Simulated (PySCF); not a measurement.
C₁₀H₈.
Structure used (PBE0-D3(BJ)/def2-SVP), in Å, numbered top down from 1:
```xyz
18
C10H8 angstrom
C     -1.112    3.467   -0.012
C     -0.518    2.409   -0.005
C      0.209    1.178    0.003
C      1.614    1.223   -0.002
C      2.361    0.053    0.008
C      1.710   -1.182    0.018
C      0.322   -1.237    0.021
C     -0.460   -0.072    0.020
C     -1.927   -0.119    0.031
C     -2.686   -1.195    0.270
H     -1.637    4.404   -0.018
H      2.107    2.197   -0.012
H      3.452    0.103    0.003
H      2.289   -2.108    0.016
H     -0.174   -2.209    0.010
H     -2.421    0.838   -0.164
H     -2.264   -2.177    0.500
H     -3.776   -1.123    0.251
```

Theory: TDDFT CAM-B3LYP/def2-SVPD, vertical, gas phase, core orbitals frozen in the response in PySCF.

Ground-to-excited transition dipoles (e·a0, same axes as the geometry; the sign carries no meaning), for the states with f of 0.002 or more among the lowest 7:

```tsv
state	E (eV)	μx	μy	μz
S1	4.713	-0.211	-0.252	0.017
S2	4.835	0.938	1.272	-0.093
S3	5.484	-1.651	0.938	0.062
S4	5.546	-0.187	0.181	0.003
S5	5.962	-1.040	-0.680	0.030
S6	6.143	0.087	0.087	0.029
S7	6.646	-0.008	0.039	0.402
```

(1) Work out the oscillator strengths.

(2) What angle do the transition dipoles of S1 and S7 make?

(3) How is the summed strength of these states shared among x, y and z?

(4) What peak molar absorption coefficient would the strongest computed level give as a lone Gaussian band 0.3 eV wide at half height?

## Answers

(1) f = (2/3) ΔE |μ|² with ΔE in hartree (27.2114 eV).

```tsv
state	|μ|² (au)	|μ| (D)	f
S1	0.108	0.84	0.012
S2	2.507	4.02	0.297
S3	3.610	4.83	0.485
S4	0.068	0.66	0.009
S5	1.545	3.16	0.226
S6	0.016	0.32	0.002
S7	0.163	1.03	0.027
```

(2) |cos θ| = |μa·μb| / (|μa| |μb|) = 0.01, so θ ≈ 89° (taken between 0 and 90°, since the signs are arbitrary).

(3) (2/3) Σ ΔE μα² gives 0.639 for x, 0.391 for y and 0.028 for z, 1.058 in all.

(4) ε(max) = 2.175×10⁸ f / FWHM, with the width in cm⁻¹. S3: 2.175×10⁸ × 0.4851 / 2420 ≈ 44000 L mol⁻¹ cm⁻¹.

The vertical ionisation energy (ΔSCF) is 8.32 eV, 1.67 eV above S7.

One conformer stands for the species.
